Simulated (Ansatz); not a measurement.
ClH₃OSiSn, SMILES `[SiH3][O][Sn][Cl]`. Total charge 0; spin multiplicity 1. Sn: def2 effective core potential. The structure was optimised at the PBE0-D4/def2-TZVP level. It is one conformer, not always the lowest.

```xyz
7

Si   -0.809   -0.511    0.148
O     0.521   -0.036    0.985
Sn    2.173    0.993    0.725
Cl    1.804    1.555   -1.557
H    -0.433   -1.345   -1.026
H    -1.667   -1.320    1.054
H    -1.589    0.663   -0.328
```

Question: What is the dipole moment at r2SCAN/def2-TZVPP? (Estimate.)

Answer: Ansatz gave: 2.78 D, with components (1.77, 0.29, 2.12) D in this frame, pointing from negative to positive charge.

Question: And with PBE, B3LYP, ωB97M-V? (Best estimate.)

Answer: The calculation gave: PBE 2.72 D, B3LYP 2.91 D, ωB97M-V 2.95 D.

Question: Give the Mulliken charges with r2SCAN, ωB97M-V, PBE in def2-TZVPP. (Estimate.)

Answer: Ansatz gave: 
```
atom  r2SCAN  ωB97M-V    PBE
 Si1    0.47     0.34   0.36
  O2   -0.61    -0.61  -0.51
 Sn3    0.81     0.79   0.73
 Cl4   -0.41    -0.38  -0.38
  H5   -0.08    -0.04  -0.07
  H6   -0.09    -0.05  -0.07
  H7   -0.08    -0.04  -0.07
```

B3LYP here is the variant with VWN-RPA as its local correlation; programs differ in this.
